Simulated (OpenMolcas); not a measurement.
An atom or ion with 70 electrons was computed by SS-RASPT2, IPEA 0.25 Eh, imaginary shift 0.1 Eh with spin-orbit coupling (OpenMolcas, ANO-RCC-VQZP, DKH2). The lowest levels that the run gave, each within 12 % of the measured value where one is at hand:

```
J  Parity  E (cm-1)      g
2    even       0.0  0.718
3    even     12870  1.084
0    even     17970       
4    even     21970  1.198
2    even     22930  1.174
1    even     26110  1.501
4    even     36990  1.052
2    even     39620  1.275
0    even     66130
```

Question: Which ion is it, and what are the configurations and terms?

Answer: Ir7+ (Z = 77, charge +7; active space 8 electrons in 8 orbitals (RAS1 5p, at most 2 holes; RAS2 5d)). J, parity and g give the terms where levels are pure, and mixed ones are named by the computed weights; the size of the splittings, set against known spectra of the 70-electron sequence, gives the charge. In order, with the measured energies in cm-1 (van het Hof, Joshi, Wyart and Sugar, J. Res. Natl. Inst. Stand. Technol. 100, 687 (1995)): 5d2 3F2, 5d2 3F3 (12672), 5d2 3P0 (17254), 5d2 3F4 (21615), 5d2 1D2 [47 %], 5d2 3P1 (25221), 5d2 1G4 (36253), 5d2 3P2 [57 %] (38878), 5d2 1S0 (65022).

CASPT2 breaks the degeneracy within a term, and the mean is taken; among the terms shown or strongly mixed into the levels shown the widest spread is 380 cm-1 (5d2 1G). Active for correlation alone: 5p; no level in the range computed is led by a configuration that opens it, so any true level of that kind is missing. Measured partners are found by configuration, term and J. A level has none where our copy of the source lacks it or the pairing is in doubt (some pairs that miss far off the trend of their configuration count as doubtful), and it then counts in no deviation. Only configurations of the active space appear.

A share in square brackets marks a mixed level and gives the weight of the term that names it.
